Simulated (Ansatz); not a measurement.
## Telling isomers of C4H3Br apart by their spectra

These gas-phase data were calculated for one isomer of C4H3Br at B3LYP/def2-SVP (harmonic, unscaled wavenumbers; equilibrium rotational constants with average atomic masses):

| Item | Value |
| --- | --- |
| rotational constants | 5.934, 2.089, 1.545 GHz |
| all wavenumbers above 1500 cm⁻¹ | 3468, 3266, 3156, 2210, 1662 |

Candidates:

(1) `C#C/C=C\Br`, a singlet
(2) `C#C/C=C/Br`, a singlet
(3) `C#CC(=C)Br`, a singlet

Q: Which candidate do the data belong to? Where the bands don't settle it, estimate the moments of inertia from typical bond lengths.

A: Candidate (3). The rotational constants decide: (1) would give 7.83, 1.709, 1.403 GHz; (2) would give 48.73, 1.023, 1.002 GHz.

The same quantities for all candidates:

|  | rotational constants (GHz) | wavenumbers above 1500 cm⁻¹ | E above the lowest, B3LYP/def2-SVP (kcal/mol) |
| --- | --- | --- | --- |
| (1) | 7.83, 1.709, 1.403 | 3469, 3223, 3140, 2211, 1651 | 0.1 |
| (2) | 48.73, 1.023, 1.002 | 3469, 3217, 3158, 2207, 1645 | 0.0 |
| (3) | 5.934, 2.089, 1.545 | 3468, 3266, 3156, 2210, 1662 | 2.0 |

Harmonic stretches to hydrogen usually lie a few per cent above observed fundamentals. Programs: Ansatz 0.2.0.
